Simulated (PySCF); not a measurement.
C3H9GaO (SMILES C[O][Ga]([CH3])[CH3]), singlet, geometry from GFN2-xTB (such geometries of metal compounds can be far from the true shape) (in this run its highest filled SCF level lies above zero, so its values depend strongly on the basis, on diffuse functions most of all), atoms displaced at random by about 0.08 Å a coordinate; TPSS/STO-3G, gradient run with PySCF.

The PySCF input:
```python
from pyscf import gto, scf, dft

mol = gto.Mole()
mol.atom = '''
    Ga    0.058128    0.049577    0.281326
    C    -0.285112   -1.204863    1.798944
    H     0.314925   -2.345086    1.617566
    H    -1.340700   -1.541086    1.856321
    H    -0.040013   -0.802136    2.850550
    C     1.051304    1.988929    0.442699
    H     1.700633    2.006857   -0.173185
    H     1.015404    2.185402    1.583036
    H     0.155980    2.698606   -0.091823
    O    -0.381113   -0.456658   -1.189112
    C    -0.734025   -0.668741   -2.499475
    H    -0.005282   -1.497429   -2.973238
    H    -1.711934   -0.907734   -2.639180
    H    -0.510621    0.049462   -3.127861
'''
mol.basis = 'sto-3g'
mol.charge = 0
mol.spin = 0
mol.verbose = 4
mol.build()

mf = dft.RKS(mol)
mf.xc = 'tpss'
mf.grids.level = 5
mf.kernel()
g = mf.nuc_grad_method()
g.grid_response = True
grad = g.kernel()
```

It wrote (shortened):

```
PySCF version 2.14.0

[INPUT] verbose = 4
[INPUT] num. atoms = 14
[INPUT] num. electrons = 66
[INPUT] charge = 0
[INPUT] spin (= nelec alpha-beta = 2S) = 0
[INPUT] symmetry False subgroup None
[INPUT] Mole.unit = angstrom
[INPUT] Symbol           X                Y                Z      unit          X                Y                Z       unit  Magmom
[INPUT]  1 Ga     0.058128000000   0.049577000000   0.281326000000 AA    0.109846000169   0.093686952078   0.531629091719 Bohr   0.0
[INPUT]  2 C     -0.285112000000  -1.204863000000   1.798944000000 AA   -0.538783594827  -2.276861087622   3.399511473430 Bohr   0.0
[INPUT]  3 H      0.314925000000  -2.345086000000   1.617566000000 AA    0.595121999779  -4.431570278552   3.056756728408 Bohr   0.0
[INPUT]  4 H     -1.340700000000  -1.541086000000   1.856321000000 AA   -2.533555815204  -2.912230474401   3.507938289279 Bohr   0.0
[INPUT]  5 H     -0.040013000000  -0.802136000000   2.850550000000 AA   -0.075613611422  -1.515817354654   5.386758804379 Bohr   0.0
[INPUT]  6 C      1.051304000000   1.988929000000   0.442699000000 AA    1.986676633660   3.758531091205   0.836579865619 Bohr   0.0
[INPUT]  7 H      1.700633000000   2.006857000000  -0.173185000000 AA    3.213730608397   3.792410101166  -0.327272218883 Bohr   0.0
[INPUT]  8 H      1.015404000000   2.185402000000   1.583036000000 AA    1.918835465788   4.129811252077   2.991504485327 Bohr   0.0
[INPUT]  9 H      0.155980000000   2.698606000000  -0.091823000000 AA    0.294759480910   5.099626258108  -0.173520321936 Bohr   0.0
[INPUT] 10 O     -0.381113000000  -0.456658000000  -1.189112000000 AA   -0.720199192511  -0.862958552592  -2.247096011434 Bohr   0.0
[INPUT] 11 C     -0.734025000000  -0.668741000000  -2.499475000000 AA   -1.387106218584  -1.263737338268  -4.723323205197 Bohr   0.0
[INPUT] 12 H     -0.005282000000  -1.497429000000  -2.973238000000 AA   -0.009981533390  -2.829730700981  -5.618605523150 Bohr   0.0
[INPUT] 13 H     -1.711934000000  -0.907734000000  -2.639180000000 AA   -3.235086403331  -1.715368653956  -4.987327393430 Bohr   0.0
[INPUT] 14 H     -0.510621000000   0.049462000000  -3.127861000000 AA   -0.964933843452   0.093469633573  -5.910800645708 Bohr   0.0

nuclear repulsion = 364.985972455723
number of shells = 29
number of NR pGTOs = 141
number of NR cGTOs = 47
basis = sto-3g
ecp = {}

******** <class 'pyscf.dft.rks.RKS'> ********
method = RKS
initial guess = minao
damping factor = 0
level_shift factor = 0
DIIS = <class 'pyscf.scf.diis.CDIIS'>
diis_start_cycle = 1
diis_space = 8
diis_damp = 0
SCF conv_tol = 1e-09
SCF conv_tol_grad = None
SCF max_cycles = 50
direct_scf = True
direct_scf_tol = 1e-13
XC library pyscf.dft.libxc version 7.1.2
    S. Lehtola, C. Steigemann, M. J. T. Oliveira, and M. A. L. Marques,  SoftwareX 7, 1–5 (2018)
XC functionals = tpss
    J. Tao, J. P. Perdew, V. N. Staroverov, and G. E. Scuseria,  Phys. Rev. Lett. 91, 146401 (2003)
    J. P. Perdew, J. Tao, V. N. Staroverov, and G. E. Scuseria,  J. Chem. Phys. 120, 6898 (2004)
    J. Tao, J. P. Perdew, V. N. Staroverov, and G. E. Scuseria,  Phys. Rev. Lett. 91, 146401 (2003)
    J. P. Perdew, J. Tao, V. N. Staroverov, and G. E. Scuseria,  J. Chem. Phys. 120, 6898 (2004)
radial grids:
    Treutler-Ahlrichs [JCP 102, 346 (1995); DOI:10.1063/1.469408] (M4) radial grids

becke partition: Becke, JCP 88, 2547 (1988); DOI:10.1063/1.454033
pruning grids: <function nwchem_prune>
grids dens level: 5
symmetrized grids: False
atomic radii adjust function: <function treutler_atomic_radii_adjust>
small_rho_cutoff = 0
Set gradient conv threshold to 3.16228e-05
Initial guess from minao.
tot grids = 429048
init E= -2092.79607228383
  HOMO = -0.440922381161407  LUMO = -0.315610943099543  gap/eV = 3.40990
cycle= 1 E= -2094.39825749538  delta_E= -1.6  |g|= 0.819  |ddm|= 4.35
  HOMO = 0.340208688546376  LUMO = 0.36382377654663  gap/eV = 0.64260
cycle= 2 E= -2051.9906077477  delta_E= 42.4  |g|= 8.35  |ddm|= 10.3
  HOMO = 0.159813939460802  LUMO = 0.183124778582651  gap/eV = 0.63432
cycle= 3 E= -2093.8695339473  delta_E= -41.9  |g|= 1.64  |ddm|= 9.68
  HOMO = 0.0813657656585123  LUMO = 0.0919553331287566  gap/eV = 0.28816
cycle= 4 E= -2093.08479910929  delta_E= 0.785  |g|= 1.94  |ddm|= 3.55
  HOMO = 0.0411406219993036  LUMO = 0.0737318876517989  gap/eV = 0.88685
cycle= 5 E= -2094.68838204701  delta_E= -1.6  |g|= 0.174  |ddm|= 3.36
  HOMO = 0.0388249728027971  LUMO = 0.0442690024143447  gap/eV = 0.14814
cycle= 6 E= -2094.68801380116  delta_E= 0.000368  |g|= 0.196  |ddm|= 0.611

WARN: HOMO 0.0404366963392938 == LUMO 0.0406432012844061

cycle= 7 E= -2094.45276759761  delta_E= 0.235  |g|= 0.909  |ddm|= 2.19

WARN: HOMO 0.0404734724062375 == LUMO 0.0408407935316496

cycle= 8 E= -2093.77460399149  delta_E= 0.678  |g|= 1.59  |ddm|=  1.5
  HOMO = 0.0392443030282575  LUMO = 0.0417602680948302  gap/eV = 0.06846
cycle= 9 E= -2093.54515728235  delta_E= 0.229  |g|= 1.64  |ddm|= 0.571
  HOMO = 0.0343274616986312  LUMO = 0.0457051141101306  gap/eV = 0.30960
cycle= 10 E= -2093.44156490976  delta_E= 0.104  |g|= 1.64  |ddm|= 0.328
  HOMO = 0.0326130058035657  LUMO = 0.0430898979781089  gap/eV = 0.28509
cycle= 11 E= -2093.48324476837  delta_E= -0.0417  |g|= 1.61  |ddm|= 0.0791
  HOMO = 0.0272412793792592  LUMO = 0.0300824390675117  gap/eV = 0.07731
cycle= 12 E= -2094.65591792075  delta_E= -1.17  |g|= 0.331  |ddm|= 2.72
  HOMO = 0.0274058600987088  LUMO = 0.0364870656390627  gap/eV = 0.24711
cycle= 13 E= -2094.69947731534  delta_E= -0.0436  |g|= 0.0737  |ddm|= 1.43
  HOMO = 0.0253320038216631  LUMO = 0.0395582671670697  gap/eV = 0.38712
cycle= 14 E= -2094.70096682504  delta_E= -0.00149  |g|= 0.0172  |ddm|= 0.33
  HOMO = 0.0292839549761434  LUMO = 0.0392845455904254  gap/eV = 0.27213
cycle= 15 E= -2094.7013822281  delta_E= -0.000415  |g|= 0.00806  |ddm|= 0.296
  HOMO = 0.0300436345548214  LUMO = 0.0389162709667379  gap/eV = 0.24144
cycle= 16 E= -2094.70134804041  delta_E= 3.42e-05  |g|= 0.0123  |ddm|= 0.101
  HOMO = 0.0310818965421925  LUMO = 0.0386452898797347  gap/eV = 0.20581
cycle= 17 E= -2094.70139038326  delta_E= -4.23e-05  |g|= 0.00796  |ddm|= 0.0859
  HOMO = 0.032673628483067  LUMO = 0.0386238162335288  gap/eV = 0.16191
cycle= 18 E= -2094.70141352884  delta_E= -2.31e-05  |g|= 0.00242  |ddm|= 0.0359
  HOMO = 0.0324620530717932  LUMO = 0.0386856348044877  gap/eV = 0.16935
cycle= 19 E= -2094.70141579557  delta_E= -2.27e-06  |g|= 0.000447  |ddm|= 0.0151
  HOMO = 0.0324482039484449  LUMO = 0.0386954517254192  gap/eV = 0.17000
cycle= 20 E= -2094.70141610256  delta_E= -3.07e-07  |g|= 0.000158  |ddm|= 0.00916
  HOMO = 0.0324349864017516  LUMO = 0.0386928401860699  gap/eV = 0.17028
cycle= 21 E= -2094.70141611661  delta_E= -1.41e-08  |g|= 5.77e-05  |ddm|= 0.00204
  HOMO = 0.0324389152165466  LUMO = 0.0386934171025771  gap/eV = 0.17019
cycle= 22 E= -2094.7014161195  delta_E= -2.89e-09  |g|= 9.22e-06  |ddm|= 0.000852
  HOMO = 0.032440542690542  LUMO = 0.0386936349041554  gap/eV = 0.17016
cycle= 23 E= -2094.70141611966  delta_E= -1.59e-10  |g|= 2.69e-06  |ddm|= 0.00017
  HOMO = 0.0324425469848498  LUMO = 0.0386941375650934  gap/eV = 0.17011
Extra cycle  E= -2094.70141611945  delta_E= 2.05e-10  |g|= 2.31e-05  |ddm|= 5.23e-05
converged SCF energy = -2094.70141611945

******** <class 'pyscf.grad.rks.Gradients'> for <class 'pyscf.dft.rks.RKS'> ********
unit = Eh/Bohr
grid_response = True
--------------- RKS gradients ---------------
         x                y                z
0 Ga     0.0183781212     0.0294029927     0.0713928335
1 C    -0.0413375730     0.0430572923     0.0206877700
2 H     0.0326798813    -0.0797843901    -0.0162233063
3 H     0.0021430695    -0.0052065938     0.0026837771
4 H    -0.0009031995     0.0132532818     0.0299172944
5 C     0.3344736268     0.0122839846    -0.1701957002
6 H    -0.2314049296    -0.0110026526     0.1677396690
7 H    -0.0264656410    -0.0037334623     0.0468078586
8 H    -0.0546651463     0.0377427162    -0.0402721255
9 O    -0.0352369485    -0.0398118886    -0.1526533434
10 C    -0.0991330181     0.1121264963    -0.0261668249
11 H     0.0374597050    -0.0158582386    -0.0242380452
12 H     0.0905900727     0.0312021423     0.0070907195
13 H    -0.0265780207    -0.1236716802     0.0834294235
----------------------------------------------
```
